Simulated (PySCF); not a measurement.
# Frontier levels across methods

Species: C₃H₇AlSi.
Cartesian coordinates in Å at the PBE0-D3(BJ)/def2-SVP level; atoms count from 1:
```xyz
12
C3H7AlSi angstrom
C      1.9848   -2.2068   -1.6686
C      1.5525   -1.6106   -0.6932
Al     0.8698   -0.6706    0.8295
C     -0.9521    0.0138    0.7742
Si    -1.1344    1.6995   -0.0324
H      2.3639   -2.7329   -2.5277
H      1.8084   -0.4636    2.0889
H     -1.3499    0.0847    1.8019
H     -1.5878   -0.6920    0.2101
H     -0.6524    1.6551   -1.4487
H     -0.3105    2.7177    0.6951
H     -2.5527    2.1777   -0.0383
```

Basis pcSseg-2 throughout (PySCF), one geometry. Geometry: PBE0-D3(BJ)/def2-SVP, one conformer, isolated molecule.

Problem. How do the orbital energies, the gap and the dipole change with the method?

Solution. 
```json
{"method": "BLYP", "kind": "GGA", "HOMO (eV)": "-6.55", "LUMO (eV)": "-2.32", "gap (eV)": "4.23", "μ (D)": "0.99", "SCF cycles": "16"}
{"method": "B97-D", "kind": "GGA", "HOMO (eV)": "-6.66", "LUMO (eV)": "-2.33", "gap (eV)": "4.33", "μ (D)": "1.01", "SCF cycles": "16"}
{"method": "OPBE", "kind": "GGA", "HOMO (eV)": "-6.68", "LUMO (eV)": "-2.14", "gap (eV)": "4.54", "μ (D)": "1.01", "SCF cycles": "16"}
{"method": "PBE", "kind": "GGA", "HOMO (eV)": "-6.70", "LUMO (eV)": "-2.45", "gap (eV)": "4.25", "μ (D)": "1.00", "SCF cycles": "15"}
{"method": "KT2", "kind": "GGA", "HOMO (eV)": "-6.72", "LUMO (eV)": "-2.55", "gap (eV)": "4.16", "μ (D)": "0.96", "SCF cycles": "16"}
{"method": "KT3", "kind": "GGA", "HOMO (eV)": "-6.72", "LUMO (eV)": "-2.36", "gap (eV)": "4.36", "μ (D)": "0.97", "SCF cycles": "15"}
{"method": "BP86", "kind": "GGA", "HOMO (eV)": "-6.79", "LUMO (eV)": "-2.52", "gap (eV)": "4.27", "μ (D)": "1.00", "SCF cycles": "16"}
{"method": "LDA", "kind": "LDA", "HOMO (eV)": "-6.82", "LUMO (eV)": "-2.71", "gap (eV)": "4.11", "μ (D)": "0.98", "SCF cycles": "15"}
{"method": "B97-2", "kind": "global hybrid", "HOMO (eV)": "-7.63", "LUMO (eV)": "-1.64", "gap (eV)": "5.99", "μ (D)": "0.99", "SCF cycles": "14"}
{"method": "B3LYP", "kind": "global hybrid", "HOMO (eV)": "-7.65", "LUMO (eV)": "-1.87", "gap (eV)": "5.79", "μ (D)": "0.98", "SCF cycles": "14"}
{"method": "PBE0", "kind": "global hybrid", "HOMO (eV)": "-7.88", "LUMO (eV)": "-1.67", "gap (eV)": "6.22", "μ (D)": "0.99", "SCF cycles": "14"}
{"method": "mPW1PW91", "kind": "global hybrid", "HOMO (eV)": "-7.90", "LUMO (eV)": "-1.66", "gap (eV)": "6.25", "μ (D)": "0.99", "SCF cycles": "14"}
{"method": "BHandHLYP", "kind": "global hybrid", "HOMO (eV)": "-8.93", "LUMO (eV)": "-0.87", "gap (eV)": "8.06", "μ (D)": "0.97", "SCF cycles": "13"}
{"method": "CAM-B3LYP", "kind": "range-separated hybrid", "HOMO (eV)": "-9.21", "LUMO (eV)": "-0.74", "gap (eV)": "8.47", "μ (D)": "0.96", "SCF cycles": "13"}
{"method": "wB97X-D", "kind": "range-separated hybrid", "HOMO (eV)": "-9.73", "LUMO (eV)": "-0.01", "gap (eV)": "9.71", "μ (D)": "0.99", "SCF cycles": "14"}
{"method": "HF", "kind": "Hartree–Fock", "HOMO (eV)": "-10.57", "LUMO (eV)": "1.08", "gap (eV)": "11.65", "μ (D)": "1.00", "SCF cycles": "12"}
{"method": "LC-wPBE", "kind": "range-separated hybrid", "HOMO (eV)": "-10.60", "LUMO (eV)": "0.34", "gap (eV)": "10.94", "μ (D)": "0.97", "SCF cycles": "13"}
```

The HOMO spans 4.05 eV, from BLYP down to LC-wPBE, and the gap runs from 4.11 eV (LDA) to 11.65 eV (HF). Over the methods BLYP (0 %), B97-D (0 %), OPBE (0 %), PBE (0 %), KT2 (0 %), KT3 (0 %), BP86 (0 %), LDA (0 %), B97-2 (21 %), B3LYP (20 %), PBE0 (25 %), mPW1PW91 (25 %), BHandHLYP (50 %), HF (100 %), a straight line through the gap against the share of exact exchange rises by 0.74 eV for each 10 % (correlation coefficient 0.999). The dipole ranges from 0.96 D (KT2) to 1.01 D (OPBE). This basis has no diffuse functions.
